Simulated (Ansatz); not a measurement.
Calculated with Ansatz (gas phase, PBE0-D4/def2-TZVP geometries, no zero-point term in ΔE). CCSD(T)/CBS is the MP2 limit (def2-TZVPP, def2-QZVPP) plus CCSD(T) − MP2 in def2-TZVPP, frozen cores. Functionals use def2-TZVPP. For Ge outer-core shells are correlated without core-valence functions, which leaves a few kJ/mol of doubt a bond. Scalar relativity is left out up to krypton. One conformer a species, not always the lowest.

`CO[SiH](O)[GeH2][OH]` + `O[SiH3]` → `[OH][GeH2][OH]` + `CO[SiH](O)[SiH3]`  (redistribution)

```csv
level,ΔE (kJ/mol)
PBE0-D4,58.3
ωB97X-V,59.4
PBE,53.8
PBE0,57.2
SCS-MP2/def2-QZVPP,63.7
HF/CBS(def2),61.0
MP2/CBS(def2),68.1
CCSD/CBS(def2),65.0
```

Q: What does CCSD(T)/CBS give? (An estimate is asked.)

A: Computed: +63.8 kJ/mol. The listed levels differ from it by -5.5, -4.4, -10.0, -6.6, -0.1, -2.8, 4.3, 1.2 kJ/mol.

Largest T1 diagnostic among the species: 0.012.

From PBE to PBE0 (25 % exact exchange), in def2-TZVPP and without D4, ΔE moves by +3.4 kJ/mol.
